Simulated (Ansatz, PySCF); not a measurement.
CCl₃, SMILES Cl[C+](Cl)Cl, charge +1.

Geometry: r2SCAN-D4/def2-SVP.

Vertical ionisation energy (IE) and electron affinity (EA) in eV. Rows of orbital energies are one-electron estimates. Where ΔSCF, EOM or ADC give a negative EA the extra electron is unbound and the value depends on the basis.

```tsv
level	IE	EA
−ε(HOMO), −ε(LUMO), B3LYP/def2-TZVPD (PySCF)	15.17	10.20
−ε(HOMO), −ε(LUMO), PBE/def2-TZVPD (PySCF)	13.99	10.82
ADC(2)/aug-cc-pVDZ (PySCF)	17.49	8.60
ΔSCF, CAM-B3LYP/def2-SVPD (Ansatz), final states of multiplicity 2 and 2	18.20	8.21
ΔSCF, PBE/def2-SVPD (Ansatz), final states of multiplicity 2 and 2	17.41	7.76
```

What vertical singlet–triplet gap does ΔSCF give with CAM-B3LYP/def2-SVPD (Ansatz, a quantum-chemistry and plane-wave program) and with PBE/def2-SVPD (Ansatz)? (The exact figures need the calculation; the answer reports its results.)

3.50 and 3.19 eV (triplet above singlet where positive).

Beyond the first one, list the lowest photoelectron lines from ADC(2)/aug-cc-pVDZ (PySCF) with their pole strengths (two spins summed). (The exact figures need the calculation; the answer reports its results.)

18.42 eV (1.79), 18.42 eV (1.79), 18.73 eV (1.78), 18.73 eV (1.78), 21.74 eV (1.75).
